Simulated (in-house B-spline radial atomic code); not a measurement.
How numerical settings move a run on the rhodium ion Rh²⁺, [Kr] 4d7. Computed with an all-electron radial atomic-structure program (B-spline basis): non-relativistic BHandHLYP, spherical fractional occupations, point nucleus.

Command:
```bash
python run_scf.py task.json out
```
Settings of the sound reference run:
```
Z                45
electrons        43
configuration    [Kr] 4d7
hamiltonian      nr
method           bhandhlyp
spin_polarised   False
knot_spacing     0.22
spline_order     8
gauss_points     12
box_radius       22.22
max_iterations   70
damping          0.5
damped_steps     3
diis_vectors     10
tolerance        1e-08
start            Thomas-Fermi
```

Time taken, with all properties: 0.29 s on 1 thread of Arm Neoverse N1, with other jobs on the host.

It converges in 10 iterations to -4686.826493 hartree, with 4d at -27.7335 eV. The other runs change the listed settings, some to values that make no sense; their results aren't properties of the atom or ion. Radii are in bohr (the nuclear one in fm), a minus after a letter asks for a j subshell, and «unchanged» means within 1e-8 hartree. The run stops when the residual is below 10 × tolerance × max(1, Z/10), or a noise floor if that is larger, and the energy moves by less than 1e-8 × √|E| hartree; so very loose and very tight tolerances often act alike.

| changed settings | outcome |
| --- | --- |
| max_iterations = 50, damping = 0.8, diis_vectors = 2, tolerance = 1e-13 | converged in 14 iterations, energy unchanged, 4d level +1.0e-05 eV |
| spline_order = 7, max_iterations = 12, damping = 0.2, tolerance = 1e-10 | converged in 11 iterations, energy +9.79e-07 hartree from the reference, 4d level +7.4e-06 eV |
| damping = 0.8 | converged in 11 iterations, energy unchanged, 4d level +6.7e-06 eV |
| diis_vectors = 0 | converged in 20 iterations, energy unchanged, 4d level +1.2e-05 eV |
| first_knot = 0.00222, max_iterations = 12 | converged in 10 iterations, energy +4.17e-07 hartree from the reference, 4d level -5.7e-07 eV |
| diis_vectors = 20 | converged in 10 iterations, energy unchanged |
| electrons = 44, configuration = [Kr] 4d7 2f1, max_iterations = 100 | stopped with error: there is no 2f shell |
| diis_vectors = 4 | converged in 10 iterations, energy unchanged, 4d level +4.9e-06 eV |
| damping = 0 | converged in 11 iterations, energy unchanged |
| hamiltonian = dirac, method = hf, nucleus = fermi, rms_radius = 4.4945, mass_number = 103, atomic_mass = 102.9055, speed_of_light = 49.51111 | converged in 11 iterations to -6004.4334 hartree, a different physical problem |
| diis_vectors = 1 | not converged after 70 iterations, last residual 3.4e-06, last energy +5.00e-10 hartree from the reference |
| max_iterations = 50, damping = 0.95, diis_vectors = 4, tolerance = 0.0001, start = bare nucleus | converged in 11 iterations, energy +1.26e-08 hartree from the reference, 4d level -1.4e-03 eV |

Question: What happens with electrons = 44, configuration = [Kr] 4d7 5s-1, max_iterations = 50?

Answer: Stopped with error: j subshells need the Dirac Hamiltonian and l > 0.

Question: What happens with damping = 0.2?

Answer: Converged in 10 iterations, energy unchanged, 4d level -3.5e-06 eV.

Question: What happens with start = bare nucleus?

Answer: Converged in 11 iterations, energy unchanged, 4d level +9.6e-06 eV.

Question: What happens with diis_vectors = 2?

Answer: Converged in 15 iterations, energy unchanged, 4d level +1.6e-06 eV.
